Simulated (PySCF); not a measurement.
F3HSi. Atoms are numbered in the order given.

```xyz
5

Si     0.0000     0.0000     0.3325
F     -1.2966    -0.7486    -0.2390
F      0.0000     1.4971    -0.2390
F      1.2966    -0.7486    -0.2390
H      0.0000     0.0000     1.7969
```

The structure is a stationary point at B3LYP-D3(BJ)/def2-SVP.

Method: TDA-M06-2X/def2-SVPD in PySCF.

Vertical excitations; the highest root listed may be one member of a degenerate set. Gas-phase values at a fixed geometry. State labels are in the subgroup Cs.

Computed lowest excited states:
```csv
state,symmetry,energy (eV),λ (nm),f,main pairs
S1,A',10.81,115,0.137,HOMO→LUMO+1 (degenerate set)
S2,A",10.81,115,0.137,HOMO→LUMO+2 (degenerate set)
S3,A',11.26,110,0.062,HOMO→LUMO 96 %
S4,A',11.90,104,0.456,HOMO→LUMO+3 94 %
S5,A",11.91,104,0.000,"HOMO−1→LUMO 66 %, HOMO−1→LUMO+3 13 %"
S6,A",12.33,101,0.022,"HOMO−2→LUMO, HOMO−2→LUMO+1, HOMO−3→LUMO+2, HOMO−2→LUMO+3 (degenerate set)"
S7,A',12.33,101,0.022,"HOMO−3→LUMO, HOMO−2→LUMO+2, HOMO−3→LUMO+1, HOMO−3→LUMO+3 (degenerate set)"
S8,A',12.41,100,0.104,HOMO−1→LUMO+2 (degenerate set)
S9,A",12.41,100,0.103,HOMO−1→LUMO+1 (degenerate set)
S10,A",12.64,98,0.000,"HOMO−3→LUMO+2 43 %, HOMO−2→LUMO+1 43 %"
T1,A",9.98,124,0,HOMO→LUMO+2 (degenerate set)
T2,A',9.98,124,0,HOMO→LUMO+1 (degenerate set)
T3,A',10.32,120,0,"HOMO→LUMO+3 48 %, HOMO→LUMO 33 %, HOMO→LUMO+9 7 %"
T4,A',11.18,111,0,"HOMO→LUMO 56 %, HOMO→LUMO+3 34 %"
```
Triplets are in the Tamm–Dancoff approximation.
